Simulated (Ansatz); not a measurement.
HgI$_{2}$, singlet, geometry from GFN2-xTB (such geometries of metal compounds can be far from the true shape) (core potentials on Hg, I). Base run: B3LYP/def2-SV(P) (Ansatz, a program for electronic structure).

Input for Ansatz:
Ansatz 0.2 input:
```yaml
crystal:
  periodic: [false, false, false]
  atoms:
    - {symbol: Hg, position_ang: [0.00000000, 0.00000000, 0.00000000]}
    - {symbol: I, position_ang: [0.00000000, 0.00000000, 2.59145947]}
    - {symbol: I, position_ang: [-0.00000000, -0.00000000, -2.59145947]}
basis:
  gaussian:
    orbitals: def2-SV_P_.json
hamiltonian:
  xc: b3lyp
```
The basis file holds def2-SV(P) in the JSON format of the Basis Set Exchange.

The base run was repeated with changes; each row names its change, and settings that it needs were set with it.

```csv
change,ΔE vs base (µEh)
base,0.0
"point_charge = charge:0.5 position_ang:-5.3951, -1.3708, -0.5271",370
fitting.mean_field = def2-universal-JKFIT,5.5
"final_grid = 6, 12, 29",5.7
accuracy = high,-0.7
"final_grid = 14, 28, 59",0.6
"final_grid = 10, 20, 41",0.3
"point_charge = charge:-1.0 position_ang:-0.3484, 5.5637, -0.4338",-3481
nuclear_model = gaussian,0.0
lower_state_search = light,0.0
lower_state_search = full,0.0
```
